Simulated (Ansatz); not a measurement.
`[CH3][Mo](=[O])(=[O])[OH]` + NH₃ → `[NH2][Mo](=[O])(=[O])[OH]` + CH₄ at 298.15 K and 1 bar (ligand exchange at a Mo–C bond).

Isolated molecules relaxed with PBE0-D4/def2-TZVP in Ansatz; ΔE leaves out vibrations. CCSD(T)/CBS adds triple-zeta CCSD(T) − MP2 to the extrapolated MP2 energy (def2 sets, frozen cores). This one scheme is used for every species. Elements past krypton have def2 core potentials. For Mo outer-core shells are correlated without core-valence functions, which leaves a few kJ/mol of doubt a bond. One conformer a species, not always the lowest.

```
                    species  CCSD(T)/CBS energy (Eh)  H − E (kJ/mol)  S (J/(mol·K))
`[CH3][Mo](=[O])(=[O])[OH]`               -334.23200           166.8          348.0
                        NH₃                -56.50880           100.5          192.4
`[NH2][Mo](=[O])(=[O])[OH]`               -350.30648           139.5          341.4
                        CH₄                -40.46206           127.4          186.2
```

H − E and S are ideal-gas, rigid-rotor, harmonic terms from PBE0-D4/def2-TZVP, for one conformer and one mirror image of each species. 1 Eh = 2625.50 kJ/mol, R = 8.31446 J/(mol·K).

Question: By hand: ΔE, ΔH, ΔS and ΔG.

Answer: ΔE = (-350.30648) + (-40.46206) − (-334.23200) − (-56.50880) = -0.02774 Eh = -72.8 kJ/mol. Δ(H − E) = 139.5 + 127.4 − 166.8 − 100.5 = -0.4, so ΔH = -73.2 kJ/mol. ΔS = 341.4 + 186.2 − 348.0 − 192.4 = -12.8 J/(mol·K). ΔG = -73.2 − 298.15 × (-12.8)/1000 = -69.4 kJ/mol.

Question: By hand: the equilibrium constant, and the temperature at which ΔG would vanish if ΔH and ΔS stayed fixed.

Answer: log₁₀ K = −ΔG/(RT ln 10) = 12.2. ΔG = 0 at ΔH/ΔS = 5719 K, far beyond where these terms or the molecules hold.

The number of gas molecules stays the same, so ΔS is small and ΔH decides. A doubt of 5 kJ/mol in ΔE shifts log₁₀ K by 0.9 here. Other conformers and mirror images would add mixing entropy, several J/(mol·K) or more a flexible species. These are equilibria of isolated gas molecules and say nothing of rates. Largest T1 diagnostic: 0.025 (customary marks: 0.02 for closed shells, 0.045 for open ones).
